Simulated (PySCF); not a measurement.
**Magnetisability: SMILES O=C(O)C=C=CCF, C5H5FO2**

Molfile (atoms numbered from 1):
```
C5H5FO2
     RDKit          3D

 13 12  0  0  0  0  0  0  0  0999 V2000
   -2.1278   -0.9618   -0.7897 O   0  0  0  0  0  0  0  0  0  0  0  0
   -2.1464    0.0142   -0.0856 C   0  0  0  0  0  0  0  0  0  0  0  0
   -3.2788    0.5084    0.4402 O   0  0  0  0  0  0  0  0  0  0  0  0
   -0.9796    0.8187    0.3236 C   0  0  0  0  0  0  0  0  0  0  0  0
    0.2244    0.5577   -0.1035 C   0  0  0  0  0  0  0  0  0  0  0  0
    1.3932    0.2453   -0.5589 C   0  0  0  0  0  0  0  0  0  0  0  0
    2.3324   -0.7173    0.1074 C   0  0  0  0  0  0  0  0  0  0  0  0
    3.6020   -0.1936    0.1406 F   0  0  0  0  0  0  0  0  0  0  0  0
   -4.0374   -0.0280    0.1636 H   0  0  0  0  0  0  0  0  0  0  0  0
   -1.1888    1.6409    0.9918 H   0  0  0  0  0  0  0  0  0  0  0  0
    1.7687    0.6934   -1.4693 H   0  0  0  0  0  0  0  0  0  0  0  0
    2.3943   -1.6494   -0.4679 H   0  0  0  0  0  0  0  0  0  0  0  0
    2.0395   -0.9281    1.1398 H   0  0  0  0  0  0  0  0  0  0  0  0
  1  2  2  0
  2  3  1  0
  2  4  1  0
  4  5  2  0
  5  6  2  0
  6  7  1  0
  7  8  1  0
  3  9  1  0
  4 10  1  0
  6 11  1  0
  7 12  1  0
  7 13  1  0
M  END
```

Method used: PySCF, GIAO BHandHLYP/pcSseg-1 magnetisability, rotational g tensor and spin-rotation constants, non-relativistic, gas phase. Geometry: GFN2-xTB.

Question: What are the magnetisability and the molar susceptibility?

Answer: Isotropic -955 × 10⁻³⁰ J/T², or -57.5 × 10⁻⁶ cm³/mol; principal values -1016, -984, -867 × 10⁻³⁰ J/T², anisotropy 136 × 10⁻³⁰ J/T² (root of half the summed squared differences of the principal values). The susceptibility is in cgs units.

Question: Split it along the inertial axes a, b, c into diamagnetic and paramagnetic parts about the centre of mass, with the quadrupole moment.

Answer: 
| axis | χ (10⁻⁶ cm³/mol) | diamagnetic (10⁻⁶ cm³/mol) | paramagnetic (10⁻⁶ cm³/mol) | summed x² of all electrons (Å²) | quadrupole Θ (D Å) |
| --- | --- | --- | --- | --- | --- |
| a | -57.9 | -244.3 | 186.4 | 358.4 | +0.06 |
| b | -54.5 | -1600.5 | 1546.0 | 38.7 | -3.91 |
| c | -60.2 | -1684.9 | 1624.6 | 18.9 | +3.86 |

Anisotropies 2χaa − χbb − χcc = -0.9 and 2χbb − χaa − χcc = +9.0 × 10⁻⁶ cm³/mol. Θ is traceless in Buckingham's convention.

Question: And the rotational g tensor?

Answer: 
| axis | rotational constant (GHz) | g | nuclear part | electronic part |
| --- | --- | --- | --- | --- |
| a | 7.6552 | -0.0852 | 0.5853 | -0.6705 |
| b | 0.7279 | -0.0084 | 0.5202 | -0.5286 |
| c | 0.6913 | -0.0076 | 0.5200 | -0.5277 |

Asymmetric top; isotopes 12C, 19F, 1H, 16O; no vibrational averaging.
